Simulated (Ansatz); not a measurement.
Ga₆Sb₆H₁₈⁺, a cluster cut from wurtzite GaSb (hydrogen-capped), relaxed as a doublet with UKS PBE-D4/def2-SVP in Ansatz, starting from the PBE-D4/def2-SVP geometry of the neutral singlet. Force threshold 0.03 eV/Å.

In the def2 sets Sb takes a core potential; there is no spin–orbit coupling. Single mean-field runs in def2-SVP are fitted with def2-universal-jkfit.

Start:

```tsv
atom	x (Å)	y (Å)	z (Å)
Sb1	2.621	1.558	0.487
Ga2	2.361	0.083	-1.768
Ga3	1.937	-2.453	1.712
Sb4	1.400	-2.231	-0.929
Sb5	0.204	1.392	-2.749
Ga6	-0.963	-2.653	-2.174
Ga7	0.672	1.632	2.365
Sb8	-0.062	-0.891	2.646
Sb9	-1.241	2.716	0.785
Ga10	-2.153	1.436	-1.419
Ga11	-2.699	-1.062	2.069
Sb12	-2.506	-1.061	-0.628
H13	4.105	1.160	1.243
H14	3.045	3.170	0.056
H15	3.613	0.259	-2.712
H16	3.279	-1.644	1.958
H17	1.685	-3.941	2.167
H18	2.525	-3.269	-1.716
H19	0.658	3.006	-3.135
H20	-0.075	0.876	-4.358
H21	-0.855	-1.928	-3.581
H22	-1.398	-4.154	-1.965
H23	1.055	2.605	3.546
H24	0.040	-0.991	4.361
H25	-0.767	4.312	0.349
H26	-2.575	3.166	1.758
H27	-3.223	2.308	-2.182
H28	-3.243	-2.462	2.549
H29	-3.327	0.339	2.466
H30	-4.113	-1.280	-1.202
```

Question: Estimate the energy that the relaxation releases and the steps that it takes.

Answer: 35.0 kJ/mol, in 13 steps; 77 s on 2 threads of AMD EPYC 7R13 on a shared host and a share (18 GiB) of an NVIDIA H100 80GB HBM3. No frequencies were taken in this run, so the end may be a saddle point.

Question: Does the start keep its bonding and symmetry?

Answer: By distances, no bond broke or formed. The bond that changes most is Ga3–Sb8, from 2.70 to 2.82 Å (atoms count from 1).

Question: Predict the relaxed structure.

Answer: 
```
atom   x (Å)   y (Å)   z (Å)
 Sb1   2.675   1.597   0.480
 Ga2   2.371   0.137  -1.780
 Ga3   1.769  -2.594   1.580
 Sb4   1.379  -2.202  -1.016
 Sb5   0.215   1.430  -2.770
 Ga6  -0.997  -2.748  -2.233
 Ga7   0.731   1.841   2.322
 Sb8  -0.001  -0.695   2.680
 Sb9  -1.265   2.779   0.784
Ga10  -2.132   1.488  -1.432
Ga11  -2.656  -1.267   1.922
Sb12  -2.485  -1.043  -0.717
 H13   4.096   1.130   1.308
 H14   3.154   3.188   0.063
 H15   3.640   0.257  -2.698
 H16   2.835  -1.557   2.173
 H17   1.396  -4.002   2.151
 H18   2.528  -3.280  -1.691
 H19   0.665   3.035  -3.168
 H20  -0.076   0.868  -4.356
 H21  -0.889  -2.027  -3.632
 H22  -1.411  -4.218  -1.883
 H23   1.092   2.724   3.567
 H24   0.074  -0.884   4.385
 H25  -0.847   4.388   0.371
 H26  -2.576   3.134   1.822
 H27  -3.244   2.321  -2.166
 H28  -3.038  -2.673   2.493
 H29  -2.885   0.158   2.616
 H30  -4.119  -1.286  -1.177
```
Bond lengths (bridged metal pairs left out): 15 × Ga–Sb 2.65 to 2.82 Å; 9 × H–Sb 1.71 to 1.72 Å; 9 × Ga–H 1.56 to 1.60 Å.
